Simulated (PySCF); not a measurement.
TDDFT excited states: [C6H7N2O]+

Compound: C₆H₇N₂O (charge +1).
InChI=1S/C6H7N2O/c1-2-8-5-9-4-6(8)3-7/h4-5H,2H2,1H3/q+1

Theory: PySCF 2.14.0, density-fitted response routines, TDDFT B3LYP/def2-SVPD, vertical, gas phase, core orbitals frozen in the response. Geometry: GFN2-xTB, one conformer, isolated ion. Torsions of this conformer, `[CH3:1][CH2:2][n+:3]1[cH:4][o:5][cH:6][c:7]1[C:8]#[N:9]`: C1–C2–N3–C4 -99°.

```
state  E (eV)  λ (nm)       f  |μ| (D)  main configurations (H = HOMO, L = LUMO)
   S1    5.58   222.0   0.101     2.18                                 H→L (93%)
   S2    6.23   199.0   0.131     2.35                               H→L+1 (80%)
   S3    6.40   193.7  0.0009     0.19              H-1→L+1 (73%), H-2→L+1 (12%)
   S4    6.65   186.6  0.0016     0.25                               H-1→L (82%)
   S5    6.81   182.0  0.0002     0.10                               H→L+2 (90%)
   S6    6.84   181.3  0.0025     0.31                  H-4→L (66%), H-3→L (20%)
   S7    6.99   177.3  0.0047     0.42   H-3→L+1 (48%), H-3→L (30%), H-4→L (14%)
   S8    7.04   176.0   0.079     1.72  H-2→L (43%), H-2→L+1 (25%), H-3→L+1 (8%)
```

Triplets (Tamm–Dancoff): T1 4.06 eV, H→L+1 (55%), H→L (38%); T2 4.31 eV, H→L (52%), H→L+1 (42%); T3 5.77 eV, H-2→L (55%), H-1→L (14%), H-2→L+1 (8%).

The lowest singlet comes at 222 nm (539 kJ/mol) in the ultraviolet; it is of moderate strength; its leading configuration is HOMO→LUMO (93%). The strongest level in the table is S2 at 6.23 eV (199 nm, f = 0.131). Löwdin shares by element: HOMO carbon 53% or more, nitrogen 20% or more (atoms not listed hold the other 26%); LUMO carbon 43% or more, nitrogen 23% or more, oxygen 20%. Weighted by f, the mean energy of these states is 6.25 eV. The oscillator strengths of these states sum to 0.320; summed over the whole spectrum of an exact calculation they would give the number of electrons, 64 (Thomas–Reiche–Kuhn). The listed states span 1.46 eV, and the widest gap between neighbours is 0.65 eV (S1 to S2). Singlets were solved by full linear response, triplets in the Tamm–Dancoff approximation.
